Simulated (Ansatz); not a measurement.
A nudged elastic band was laid between two geometries of ClH₇OSi₃ (12 atoms, charge 0, multiplicity 1).

Level of theory: RKS B3LYP-D4/STO-3G in Ansatz.

```
movable images  : 5
climbing image  : yes
spring          : 5.0 eV/Å²
optimiser       : quadratic models (default)
start path      : through a guess of the saddle point
force threshold : 0.05 eV/Å
iteration limit : 60
end points      : relaxed
```

Image 0:

```xyz
12
Properties=species:S:1:pos:R:3
O -1.564 2.346 1.381
Si -0.835 0.788 1.257
Si 0.182 0.373 -0.732
Si 1.214 -1.639 -0.724
Cl 2.099 -2.050 -2.607
H -2.325 2.320 0.695
H 0.138 0.753 2.325
H -1.806 -0.265 1.506
H 1.164 1.390 -1.036
H -0.784 0.381 -1.809
H 0.304 -2.736 -0.468
H 2.289 -1.717 0.244
```

Image 6:

```xyz
12
Properties=species:S:1:pos:R:3
O -1.276 1.998 1.301
Si -1.508 0.024 1.108
Si -0.121 0.049 -0.757
Si 1.351 -1.665 -0.811
Cl 2.530 -1.687 -2.587
H -2.081 2.460 0.882
H -0.330 -0.102 2.008
H -1.397 2.242 2.282
H 0.687 1.251 -0.863
H -0.827 -0.012 -2.021
H 0.729 -2.974 -0.775
H 2.319 -1.639 0.266
```

Question: What changes between the two ends?

Answer: Bonds broken: Si2–H8. Bonds formed: O1–H8.

Question: What energy profile does the band end with?

Answer: It converged. The highest image is number 3 of 0 to 6, 3.35 eV above the first end and 0.93 eV above the last; the last end lies 2.42 eV above the first. Neighbouring images differ by up to 2.9 eV, so the band resolves the path poorly. A vibrational analysis at the climbing image gives one clearly imaginary mode, 1240i cm⁻¹: a first-order saddle point. The orbitals stay closed-shell, which can raise the energy where a bond breaks towards radicals; this wasn't checked here. Limits of this set-up: minimal basis.

| image | path coordinate (Å) | energy (eV) | Si2–H8 (Å) | O1–H8 (Å) |
| --- | --- | --- | --- | --- |
| 0 | 0.00 | 0.00 | 1.45 | 2.63 |
| 1 | 0.92 | 0.01 | 1.45 | 2.63 |
| 2 | 1.84 | 0.50 | 1.44 | 2.30 |
| 3 | 2.76 | 3.35 | 1.58 | 1.33 |
| 4 | 3.71 | 2.49 | 2.44 | 1.02 |
| 5 | 4.67 | 2.43 | 2.51 | 1.02 |
| 6 | 5.62 | 2.42 | 2.51 | 1.02 |

Question: What is the geometry of the highest image?

Answer: 
```xyz
12
Properties=species:S:1:pos:R:3
O -1.433 2.179 1.517
Si -1.047 0.309 1.330
Si 0.010 0.157 -0.691
Si 1.342 -1.665 -0.820
Cl 2.360 -1.745 -2.680
H -1.809 2.442 0.595
H 0.067 0.266 2.278
H -2.282 1.195 1.776
H 0.823 1.328 -0.955
H -0.937 0.079 -1.782
H 0.605 -2.908 -0.727
H 2.378 -1.692 0.192
```

Run time: 4.3 min on 1 thread of Intel(R) Xeon(R) Processor @ 2.70GHz, on a shared host, peak memory 0.15 GiB.
